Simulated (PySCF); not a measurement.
A compound of formula [C25H29IN]+ has these computed shifts in ppm, with the number of atoms in brackets (GIAO KT3/pcSseg-1 (def2-SVP on I), gas phase, PySCF SCF with an in-house response code, fitting set def2-universal-JFIT, grid level 2, non-relativistic but for scalar-relativistic core potentials on heavy atoms, geometry: GFN2-xTB; 13C, 1H against isolated TMS; 15N against isolated NH3).

15N: 338.5 (1)
1H: 8.98 (2), 7.88 (2), 7.83 (1), 7.49 (1), 7.47 (2), 7.13 (1), 6.96 (2), 1.45 (9), 1.37 (9)
13C: 155.5 (1), 152.0 (1), 145.0 (1), 143.1 (1), 142.7 (2), 137.7 (1), 137.3 (1), 129.7 (1), 128.4 (2), 127.5 (1), 126.4 (2), 124.8 (1), 118.7 (2), 41.2 (1), 39.9 (1), 31.8 (3), 31.5 (3)

(1) Which structure gave them?

## Answers

(1) CC(C)(C)c1ccc([I+]c2ccc(C(C)(C)C)c(-c3ccncc3)c2)cc1. Other isomers were not compared.
